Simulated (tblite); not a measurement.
ethylenediamine (C₂H₈N₂), singlet, at a GFN2-xTB geometry; GFN1-xTB run with tblite 0.6.0.

Input for tblite:
```
$ tblite run mol.xyz --method gfn1 --charge 0 --spin 0 --efield 0,0,0.1 --json tblite.json --no-restart

# file mol.xyz
12

N      1.80389178     0.38626777    -0.22442841
C      0.55694421     0.17700189     0.49221348
C     -0.55492179    -0.18446869    -0.49175578
N     -1.75934788    -0.55072401     0.23450925
H      2.55231782     0.59994733     0.42532920
H      1.71475544     1.17096056    -0.86238442
H      0.23886758     1.05364064     1.08495630
H      0.69696335    -0.65910161     1.18080159
H     -0.23414157    -1.04963774    -1.07605929
H     -0.70278446     0.65914184    -1.18994644
H     -2.49325710    -0.81799969    -0.41196303
H     -2.09666295     0.23904307     0.77595401
```

Q: Write the output that tblite gives for this input, abridged.

A: 
```
xTB calculator
 | screened Coulomb repulsion
 | Coulomb electrostatics
 |  * isotropic Klopman-Ohno-Mataga-Nishimoto electrostatics
 |  * onsite third-order electrostatics
 | DFT-D3(BJ) dispersion correction
 | Interactions (1)
 | [1] electric field

halogen bonding energy    0.0000000000000E+00 Eh
repulsion energy          1.6654132960108E-01 Eh
dispersion energy        -3.1492190010520E-03 Eh
interaction energy        0.0000000000000E+00 Eh
number of electrons       2.6000000000000E+01 e
integral cutoff           1.9731147476801E+01 bohr

------------------------------------------------------------
  cycle        total energy    energy error   density error
------------------------------------------------------------
      1     -14.89792194790  -1.5061314E+01   3.6884969E-01
      2     -14.94438123523  -4.6459287E-02   2.0199150E-01
      3     -14.94759573696  -3.2145017E-03   4.0477977E-02
      4     -14.94824842332  -6.5268635E-04   3.7772228E-03
      5     -14.94827205143  -2.3628110E-05   5.9977588E-04
      6     -14.94827236546  -3.1402855E-07   1.5661645E-04
      7     -14.94827244646  -8.0999907E-08   1.3270964E-05
------------------------------------------------------------

electronic energy        -1.5111664557057E+01 Eh
total energy             -1.4948272446457E+01 Eh

Post processing:
 | Mayer-Wiberg bond orders

[Info] JSON dump of results written to 'tblite.json'
```
